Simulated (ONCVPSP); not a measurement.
# Pseudopotential generation for Al: ONCV, PBE, scalar-relativistic.

The input file (ONCVPSP 4.0.1):

```
# ATOM AND REFERENCE CONFIGURATION
# atsym  z   nc   nv     iexc    psfile
  Al 13.00    3    2        4      upf
#
#   n    l    f
    1    0    2.00
    2    0    2.00
    2    1    6.00
    3    0    2.00
    3    1    1.00
#
# PSEUDOPOTENTIAL AND OPTIMIZATION
# lmax
    2
#
#   l,   rc,      ep,       ncon, nbas, qcut
    0    2.00    0.00    4    8    4.00
    1    2.55    0.00    4    7    3.70
    2    2.15    0.16    4    8    4.80
#
# LOCAL POTENTIAL
# lloc, lpopt,  rc(5),   dvloc0
    4    5    1.40    0.00
#
# VANDERBILT-KLEINMAN-BYLANDER PROJECTORs
# l, nproj, debl
    0    1    2.00
    1    1    3.90
    2    2    3.50
#
# MODEL CORE CHARGE
# icmod, fcfact, rcfact
    3    5.50    1.60
#
# LOG DERIVATIVE ANALYSIS
# epsh1, epsh2, depsh
   -2.00    5.00    0.02
#
# OUTPUT GRID
# rlmax, drl
    6.00    0.01
#
# TEST CONFIGURATIONS
# ncnf
    4
# nvcnf
#   n    l    f
    2
    3    0    2.00
    3    1    0.00
#
    2
    3    0    1.00
    3    1    0.00
#
    2
    3    0    2.00
    3    1    0.50
#
    2
    3    0    0.00
    3    1    3.00
#
```

Command:

```bash
oncvpsp.x < Al.dat > Al.out
```

Resulting log (shortened: citation, most of the input echo, consistency checks and plot data are left out):

```
ONCVPSP  (Optimized Norm-Conservinng Vanderbilt PSeudopotential)
scalar-relativistic version 4.0.1

#   n    l    f        energy (Ha)
    1    0    2.00    -5.5533531E+01
    2    0    2.00    -3.9749958E+00
    2    1    6.00    -2.5593353E+00
    3    0    2.00    -2.8491419E-01
    3    1    1.00    -9.9667823E-02

Reference configufation results
  iterations    25
  all-electron total energy (Ha)   -2.42684666D+02

Begin loop to  construct optimized pseudo wave functions
and semi-local pseudopoentials for all angular momenta

Calculating optimized projector #   1

 for l=   0

    Fraction of norm inside rc  0.326459
    Optimizing pswf for qcut=   4.00 a_B^-1,  ecut=   8.01 Ha
    Residual kinetic energy error=  5.13D-05 Ha

    Energy error per electron        Cutoff
         Ha          eV             Ha
         0.01000     0.27211        3.54
         0.00100     0.02721        5.72
         0.00010     0.00272        7.49
         0.00001     0.00027       19.22

Calculating optimized projector #   1

 for l=   1

    Fraction of norm inside rc  0.311416
    Optimizing pswf for qcut=   3.69 a_B^-1,  ecut=   6.82 Ha
    Residual kinetic energy error=  8.48D-06 Ha

    Energy error per electron        Cutoff
         Ha          eV             Ha
         0.01000     0.27211        1.26
         0.00100     0.02721        2.02
         0.00010     0.00272        3.64
         0.00001     0.00027        6.96

   Wellstate for l =  2  n =  3
     eigenvalue =   0.1600
     asymptotic potential =   0.6600
     half-point radius =  7.0018

   Wellstate for l =  2  n =  6
     eigenvalue =   3.6600
     asymptotic potential =   4.1600
     half-point radius =  4.1778

Calculating optimized projector #   1

 for l=   2

    Fraction of norm inside rc  0.097572
    Optimizing pswf for qcut=   4.79 a_B^-1,  ecut=  11.49 Ha
    Residual kinetic energy error=  3.15D-05 Ha

    Energy error per electron        Cutoff
         Ha          eV             Ha
         0.01000     0.27211        3.15
         0.00100     0.02721        6.82
         0.00010     0.00272        9.96
         0.00001     0.00027       21.08

Calculating optimized projector #   2

 for l=   2

    Fraction of norm inside rc  0.170623
    Optimizing pswf for qcut=   4.79 a_B^-1,  ecut=  11.49 Ha
    Residual kinetic energy error=  2.37D-02 Ha

    Energy error per electron        Cutoff
         Ha          eV             Ha
         0.01000     0.27211       13.55
         0.00100     0.02721       53.12
         0.00010     0.00272       65.61
         0.00001     0.00027       80.28

Construct Vanderbilt / Kleinmman-Bylander projectors

B matrix Hermiticity error, ll=   2
   1   2    3.2516E-06

  Orthonormal projector coefficients -2.6916E+00 -5.0541E-01

Model core correction analysis
  based on d2Exc/dn_idn_j

d2excae - all-electron derivatives

   -3.680580D-02   -2.766072D-02
   -2.765875D-02   -2.849600D-02

d2excps - pseudofunction derivatives with no core correction

   -3.999503D-02   -2.876154D-02
   -2.876337D-02   -2.872063D-02

rms 2nd derivative error    1.778598E-03

rmatch, rhocmatch    1.4031    0.3456

Teter function model core charge with specified parameters

d2excps - pseudofunction derivatives with core correction

   -3.292010D-02   -2.598329D-02
   -2.598268D-02   -2.776157D-02

rms 2nd derivative error    2.305487E-03

Pseudoatom total energy   -1.977937

Diagnostic tests using Vanderbilt-Kleinman-Bylander pseudopotentials
  1 or more projectors used as specified by nproj input data

   l    rcore       rmatch      e in        delta e   norm test  slope test

   0   2.0089061   2.0699009  -0.2849142  -0.0000009   1.0000002   0.9998724

   1   2.5519894   2.6294733  -0.0996678  -0.0000000   1.0000007   0.9998281

   2   2.1584173   2.2239515   0.1600000   0.0000031   1.0000023   1.0000023
   2   2.1584173   2.2239515   3.6600000   0.0000529   1.0000193   1.0000193

 Testing for bound ghosts
   n   l    E NL Schr. Eq   E Basis Diag.   E Cutoff

   1   0       -0.284915       -0.278996     46.20

   2   1       -0.099668       -0.093022     23.47

 Testing for highly-localized positive-energy ghosts
       l    <radius>/rc     E Basis Diag.   E Cutoff

Test configuration 0

   n   l     f        eae           eps        diff
   1   0  2.0000  -55.53353116
   2   0  2.0000   -3.97499583
   2   1  6.0000   -2.55933530
   3   0  2.0000   -0.28491419   -0.28491506   -8.76D-07
   3   1  1.0000   -0.09966782   -0.09966787   -4.44D-08

    Total energies and differences
      AE_ref= -2.42684666D+02  AE_tst= -2.42684666D+02  dif=  0.00D+00
      PS_ref= -1.97793656D+00  PS_tst= -1.97793656D+00  dif= -1.55D-15
      PSP excitation error=  1.55D-15

Test configuration 1

   n   l     f        eae           eps        diff
   1   0  2.0000  -55.84548693
   2   0  2.0000   -4.28139008
   2   1  6.0000   -2.86614977
   3   0  2.0000   -0.54427607   -0.54473200   -4.56D-04

    Total energies and differences
      AE_ref= -2.42684666D+02  AE_tst= -2.42472946D+02  dif=  2.12D-01
      PS_ref= -1.97793656D+00  PS_tst= -1.76611259D+00  dif=  2.12D-01
      PSP excitation error= -1.03D-04

Test configuration 2

   n   l     f        eae           eps        diff
   1   0  2.0000  -56.31071886
   2   0  2.0000   -4.73212529
   2   1  6.0000   -3.31704612
   3   0  1.0000   -0.87271849   -0.87922635   -6.51D-03

    Total energies and differences
      AE_ref= -2.42684666D+02  AE_tst= -2.41766424D+02  dif=  9.18D-01
      PS_ref= -1.97793656D+00  PS_tst= -1.05675688D+00  dif=  9.21D-01
      PSP excitation error= -2.94D-03

Test configuration 3

   n   l     f        eae           eps        diff
   1   0  2.0000  -55.67649395
   2   0  2.0000   -4.11605573
   2   1  6.0000   -2.70055887
   3   0  2.0000   -0.40769662   -0.40766907    2.76D-05
   3   1  0.5000   -0.20951108   -0.20951814   -7.06D-06

    Total energies and differences
      AE_ref= -2.42684666D+02  AE_tst= -2.42608023D+02  dif=  7.66D-02
      PS_ref= -1.97793656D+00  PS_tst= -1.90129603D+00  dif=  7.66D-02
      PSP excitation error=  3.23D-06

Test configuration 4

   n   l     f        eae           eps        diff
   1   0  2.0000  -55.66548563
   2   0  2.0000   -4.10332653
   2   1  6.0000   -2.68678929
   3   1  3.0000   -0.14302397   -0.14315912   -1.35D-04

    Total energies and differences
      AE_ref= -2.42684666D+02  AE_tst= -2.42300613D+02  dif=  3.84D-01
      PS_ref= -1.97793656D+00  PS_tst= -1.59283066D+00  dif=  3.85D-01
      PSP excitation error= -1.05D-03
```

The run took about 2.5 s on one core of a shared server CPU.
